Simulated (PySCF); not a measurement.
## Bromine: a sound run and one with changed settings

Sound run: Br⁺ [Ar] 3d10 4s2 4p4, Br²⁺ [Ar] 3d10 4s2 4p3. Computed with PySCF 2.14 in 6-31G* (5s4p3d, 32 functions), with no relativity, point nucleus. In the sound run the correlated levels freeze [Ar] 3d10. The sound run starts from symmetry-adapted Hartree-Fock orbitals and uses a fine grid where one is needed.

Changed run: the spin-free X2C one-electron Hamiltonian (Gaussian nucleus). This setting is unsound on purpose.

| species | method | sound run (hartree) | changed run (hartree) | converged |
| --- | --- | --- | --- | --- |
| Br⁺ | UHF | -2571.68804 | -2596.36762 | yes |
| Br⁺ | BP86 | -2573.63422 | -2598.31156 | yes |
| Br⁺ | TPSS | -2573.27307 | -2597.95019 | yes |
| Br⁺ | MP2 | -2571.75956 | -2596.43868 | yes |
| Br⁺ | CCSD(T) | -2571.77624 | -2596.45503 | yes |
| Br²⁺ | UHF | -2570.94546 | -2595.62155 | yes |
| Br²⁺ | BP86 | -2572.84060 | -2597.51418 | yes |
| Br²⁺ | TPSS | -2572.48513 | -2597.15841 | yes |
| Br²⁺ | MP2 | -2571.00383 | -2595.67948 | yes |
| Br²⁺ | CCSD(T) | -2571.01969 | -2595.69498 | yes |

Ionisation energy of Br⁺:

```csv
method,sound run (eV),changed run (eV)
UHF,20.207,20.301
BP86,21.596,21.698
TPSS,21.441,21.545
MP2,20.565,20.659
SCS-MP2,20.578,20.672
CCSD,20.578,20.673
CCSD(T),20.587,20.682
```

Most of the change in total energy is the relativistic energy itself. On top of that the contraction fixes the core shape for the Hamiltonian it was made with, so the changed run is not a good calculation with the other Hamiltonian either.

For comparison, NIST gives 21.591 eV between the lowest levels.
